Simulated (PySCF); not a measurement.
# `O=C1C[C@H](CF)[C@@H]1F`, C5H6F2O

Geometry (Å), atoms numbered from 1 in this order:
```xyz
14

O     2.610    0.783   -0.451
C     1.582    0.353   -0.034
C     0.857   -0.972   -0.133
C    -0.414   -0.295    0.424
C    -1.471   -0.017   -0.635
F    -2.051   -1.195   -1.029
C     0.422    0.960    0.769
F    -0.078    2.162    0.352
H     0.778   -1.378   -1.140
H     1.283   -1.737    0.512
H    -0.875   -0.791    1.278
H    -1.032    0.441   -1.527
H    -2.268    0.621   -0.242
H     0.658    1.064    1.834
```

Computed with PySCF 2.14.0, TDDFT CAM-B3LYP/aug-cc-pVDZ circular dichroism and optical rotation, one conformer, gas phase. Geometry: GFN2-xTB.

The molecule is flexible and this is one conformer; a measurement averages over conformers.

(1) Draw the ECD and absorption spectra from the lowest 12 states, each a Gaussian of half-width 0.3 eV at 1/e height.

Answers

(1) 
| E (eV) | λ (nm) | Δε (L mol⁻¹ cm⁻¹) | ε (L mol⁻¹ cm⁻¹) |
| --- | --- | --- | --- |
| 3.48 | 356 | -0.06 | 0.302 |
| 3.58 | 346 | -0.16 | 0.821 |
| 3.68 | 336 | -0.34 | 1.79 |
| 3.78 | 328 | -0.60 | 3.12 |
| 3.88 | 319 | -0.83 | 4.35 |
| 3.98 | 311 | -0.93 | 4.86 |
| 4.08 | 304 | -0.83 | 4.35 |
| 4.18 | 296 | -0.60 | 3.12 |
| 4.28 | 289 | -0.34 | 1.79 |
| 4.38 | 283 | -0.16 | 0.821 |
| 4.48 | 276 | -0.06 | 0.302 |
| 4.58 | 270 | -0.02 | 0.089 |
| 4.68 | 265 | 0.00 | 0 |
| 4.78 | 259 | 0.00 | 0 |
| 4.88 | 254 | 0.00 | 0 |
| 4.98 | 249 | 0.00 | 0 |
| 5.08 | 244 | 0.00 | 0 |
| 5.18 | 239 | 0.00 | 0 |
| 5.28 | 235 | 0.00 | 0 |
| 5.38 | 230 | 0.00 | 0 |
| 5.48 | 226 | 0.00 | 0 |
| 5.58 | 222 | 0.00 | 0 |
| 5.68 | 218 | 0.00 | 0 |
| 5.78 | 214 | 0.00 | 0 |
| 5.88 | 211 | 0.00 | 0.0629 |
| 5.98 | 207 | 0.00 | 0.46 |
| 6.08 | 204 | 0.00 | 2.7 |
| 6.18 | 200 | +0.01 | 12.7 |
| 6.28 | 197 | +0.06 | 48.2 |
| 6.38 | 194 | +0.18 | 147 |
| 6.48 | 191 | +0.46 | 359 |
| 6.58 | 188 | +0.98 | 712 |
| 6.68 | 185 | +1.71 | 1140 |
| 6.78 | 183 | +2.42 | 1500 |
| 6.88 | 180 | +2.71 | 1630 |
| 6.98 | 178 | +2.32 | 1500 |
| 7.08 | 175 | +1.37 | 1220 |
| 7.18 | 173 | +0.45 | 943 |
| 7.28 | 170 | +0.16 | 774 |
| 7.38 | 168 | +0.54 | 705 |
| 7.48 | 166 | +0.96 | 684 |
| 7.58 | 163 | +0.80 | 668 |
| 7.68 | 161 | +0.06 | 644 |
| 7.78 | 159 | -0.70 | 626 |
| 7.88 | 157 | -1.17 | 629 |
| 7.98 | 155 | -1.74 | 665 |
| 8.08 | 153 | -3.03 | 757 |
| 8.18 | 151 | -5.27 | 927 |
| 8.28 | 150 | -8.17 | 1160 |
| 8.38 | 148 | -11.07 | 1370 |
| 8.48 | 146 | -13.16 | 1430 |

Δε uses R in velocity form, ε uses f in length form. Only the states computed contribute, so the short-wavelength end is incomplete.
